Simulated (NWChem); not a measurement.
All runs are NWChem calculations. System: H₂Si₂, charge 0, spin multiplicity 1, displaced from the optimised geometry. The structure started from a generated list of species. Level: MP2/cc-pVDZ, 10 core orbitals frozen, spin-restricted.

NWChem printed:

```
             Northwest Computational Chemistry Package (NWChem) 7.3.0
             --------------------------------------------------------

                                NWChem Input Module
                                -------------------

 Scaling coordinates for geometry "geometry" by  1.889725989
 (inverse scale =  0.529177249)

                             Geometry "geometry" -> ""
                             -------------------------

 Output coordinates in angstroms (scale by  1.889725989 to convert to a.u.)

  No.       Tag          Charge          X              Y              Z
 ---- ---------------- ---------- -------------- -------------- --------------
    1 Si                  14.0000     0.00000000     0.00000000     0.97397900
    2 Si                  14.0000     0.00000000     0.00000000    -1.23215400
    3 H                    1.0000    -1.23891800     0.00000000     1.80722000
    4 H                    1.0000     3.09729400     0.00000000     3.05708100

 Effective nuclear repulsion energy (a.u.)      57.7353223463

            Nuclear Dipole moment (a.u.)
            ----------------------------
        X                 Y               Z
 ---------------- ---------------- ----------------
     3.5118214238     0.0000000000     2.3618759166


 Summary of "ao basis" -> "" (spherical)
 ------------------------------------------------------------------------------
       Tag                 Description            Shells   Functions and Types
 ---------------- ------------------------------  ------  ---------------------
 *                          cc-pvdz                   on all atoms

 Summary of "ao basis" -> "ao basis" (spherical)
 ------------------------------------------------------------------------------
       Tag                 Description            Shells   Functions and Types
 ---------------- ------------------------------  ------  ---------------------
 Si                         cc-pvdz                  8       18   4s3p1d
 H                          cc-pvdz                  3        5   2s1p

                                 NWChem SCF Module
                                 -----------------

  ao basis        = "ao basis"
  functions       =    46
  atoms           =     4
  closed shells   =    15
  open shells     =     0
  charge          =   0.00
  wavefunction    = RHF
  use symmetry    = F
  symmetry adapt  = F

 Summary of "ao basis" -> "ao basis" (spherical)
[...]
  --------------------------------------

    Atom       Charge   Shell Charges
 -----------   ------   -------------------------------------------------------
    1 Si  14    13.96   2.00  2.01  0.83  0.62  6.00  1.20  1.20  0.10
    2 Si  14    13.83   2.00  2.01  1.00  0.85  6.00  0.95  0.95  0.08
    3 H    1     1.03   0.69  0.32  0.02
    4 H    1     1.19   0.42  0.77  0.00

       Multipole analysis of the density wrt the origin
       ------------------------------------------------

     L   x y z        total         open         nuclear
     -   - - -        -----         ----         -------
     0   0 0 0     -0.000000      0.000000     30.000000

     1   1 0 0     -1.120508      0.000000      3.511821
     1   0 1 0     -0.000000      0.000000      0.000000
     1   0 0 1     -0.945660      0.000000      2.361876

     2   2 0 0    -25.903085      0.000000     39.739332
     2   1 1 0     -0.000000      0.000000      0.000000
     2   1 0 1     -6.102952      0.000000     25.817657
     2   0 2 0    -24.447828      0.000000      0.000000
     2   0 1 1     -0.000000      0.000000      0.000000
     2   0 0 2    -26.748287      0.000000    168.366856

                   NWChem MP2 Semi-direct Energy/Gradient Module
                   ---------------------------------------------

  Basis functions       =     46
  Molecular orbitals    =     46
  Frozen core           =     10
  Frozen virtuals       =      0
  Active alpha occupied =      5
  Active beta occupied  =      5
  Active alpha virtual  =     31
  Active beta virtual   =     31
  Use MO symmetry       = F
  Use skeleton AO sym   = F

  AO/Fock/Back tols     =   1.0D-09  1.0D-09  1.0D-09

 GA uses MA = F    GA memory limited = T

 Available:
  local mem=  1.26D+08
 global mem=  1.44D+08
 local disk=  0.00D+00
  mp2_memr nvloc                    31
  nvloc new                    31
   1 passes of   5:        3145728                       8269                    566518.
   1 passes of   5: M    126153793           G      144174968           F     123008065.

 Semi-direct pass number   1 of   1  for RHF alpha+beta  at        1.8s
  vrange nnbf                  1068
  mp2_eaftype                    10  avail_ma_in_mb                  1099
 EAF : mp2_eaftype filesize          10     283259.
  mp2_eaf for mointskh                     10
Node 0 wrote      1.3 Mb in      0.0 s     Agg I/O rate:   751.1 Mb/s
 Done moints_semi at        5.2s
  mp2_eaftype                    10  avail_ma_in_mb                  1089
 EAF : mp2_eaftype filesize          10     283259.
  mp2_eaf for kh                    10
 Done maket at        5.2s
 Done multipass loop at        5.2s

          -------------------------------------------
          SCF energy                -578.699125727092
          Correlation energy          -0.221709291094
          Singlet pairs               -0.170075914478
          Triplet pairs               -0.051633376616
          Total MP2 energy          -578.920835018186
          -------------------------------------------

          ---------------------------------------------------
                    Spin Component Scaled (SCS) MP2
          Same spin pairs                     -0.034422251077
          Same spin scaling factor             0.333333333333
          Opposite spin pairs                 -0.187287040017
          Opposite spin scaling fact.          1.200000000000
          SCS-MP2 correlation energy          -0.236218531712
          Total SCS-MP2 energy              -578.935344258805
          ---------------------------------------------------

 -----------------------
 Performance information
 -----------------------

 Timer overhead =  1.93D-07 seconds/call

               Nr. of calls         CPU time (s)                 Wall time (s)                GFlops
             ---------------    -------------------     ------------------------------   -------------------
Name         Min   Avg   Max    Min     Avg     Max     Min     Avg     Max   Mx/calls   Min     Max     Sum
mp2: moin     1     1     1    3.4     3.4     3.4      3.4     3.4     3.4     3.4      0.0     0.0     0.0
mp2: make     1     1     1   1.55E-2 1.55E-2 1.55E-2  1.55E-2 1.55E-2 1.55E-2 1.55E-2   0.0     0.0     0.0
mp2: tota     1     1     1    3.4     3.4     3.4      3.4     3.4     3.4     3.4      0.0     0.0     0.0

 The average no. of pstat calls per process was 3.00D+00
 with a timing overhead of 5.78D-07s

 Task  times  cpu:        5.2s     wall:        5.2s

 Total times  cpu:        5.2s     wall:        5.2s
```

Write an NWChem input that would produce this output.

Several could match; the one computed here: 
```
start mol
memory heap 200 mb stack 900 mb global 1100 mb
geometry units angstroms nocenter noautoz noautosym
  Si     0.000000     0.000000     0.973979
  Si     0.000000     0.000000    -1.232154
  H     -1.238918     0.000000     1.807220
  H      3.097294     0.000000     3.057081
end
basis spherical
  * library cc-pvdz
end
scf
  rhf
  nopen 0
  maxiter 100
  thresh 1e-7
  semidirect memsize 60000000 filesize 0
end
mp2
  freeze core 10
end
task mp2 energy
```
